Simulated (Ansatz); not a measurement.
Geometry optimisation, Ansatz, UKS PBE/def2-SVP.

Input file:

```yaml
crystal:
  periodic: [false, false, false]
  atoms:
    - { symbol: W, position_ang: [0.0, 0.0, 0.0] }
    - { symbol: F, position_ang: [0.0, 0.0, 2.1] }
    - { symbol: H, position_ang: [1.72, 0.0, 0.0] }
    - { symbol: H, position_ang: [0.0, 1.72, 0.0] }
    - { symbol: H, position_ang: [-1.72, 0.0, 0.0] }
    - { symbol: H, position_ang: [0.0, -1.72, 0.0] }
    - { symbol: H, position_ang: [0.0, 0.0, -1.72] }
    - { symbol: H, position_ang: [0.0, 0.0, 3.32] }
magnetization:
  spin_polarized: true
  initial_magnetization: 1
basis:
  gaussian: { orbitals: def2-SVP }
hamiltonian:
  xc: pbe
relax:
  f_tol: 0.15
  max_steps: 25
  restrain:
    - { distance: [1, 7], at: 0.92, k: 30.0 }
    - { distance: [0, 1], at: 3.05, k: 30.0 }
output:
  orbitals: {}
```

Run as:

```bash
$ ansatz run input.yaml --threads 2 --pin off --max-ram 3072MiB --backend cpu --events-out ev --progress --plain --runs-dir out
```

Where does it end, and by what steps?

The forces met the threshold. The restraints hold the end off the free minimum. After 8 steps the energy has fallen by 4.959 eV (the restraints' own energy left out); H7 moved furthest, 0.62 Å. Parted: W1–F2 (2.10 → 3.05 Å). Joined: F2–H8 (1.22 → 0.93 Å).

```json
{"step": "0", "energy less start (eV)": "0.0000", "largest force component (eV/Å)": "5.313", "accepted": "yes"}
{"step": "1", "energy less start (eV)": "-1.5176", "largest force component (eV/Å)": "4.109", "accepted": "yes"}
{"step": "2", "energy less start (eV)": "-2.0883", "largest force component (eV/Å)": "3.971", "accepted": "yes"}
{"step": "3", "energy less start (eV)": "-2.8258", "largest force component (eV/Å)": "5.656", "accepted": "yes"}
{"step": "4", "energy less start (eV)": "-3.9818", "largest force component (eV/Å)": "4.146", "accepted": "yes"}
{"step": "5", "energy less start (eV)": "-4.7869", "largest force component (eV/Å)": "2.499", "accepted": "yes"}
{"step": "6", "energy less start (eV)": "-4.9304", "largest force component (eV/Å)": "1.146", "accepted": "yes"}
{"step": "7", "energy less start (eV)": "-4.9579", "largest force component (eV/Å)": "0.229", "accepted": "yes"}
{"step": "8", "energy less start (eV)": "-4.9591", "largest force component (eV/Å)": "0.235", "accepted": "yes"}
```

```xyz
8
Properties=species:S:1:pos:R:3
W 0.000 0.000 -0.601
F 0.000 0.000 2.450
H 1.495 0.000 0.203
H 0.000 1.495 0.203
H -1.495 0.000 0.203
H 0.000 -1.495 0.203
H 0.000 0.000 -2.339
H 0.000 0.000 3.378
```

Time of the run: 60 s on 2 threads of Arm Neoverse V1 (shared host), peak memory 0.18 GiB.
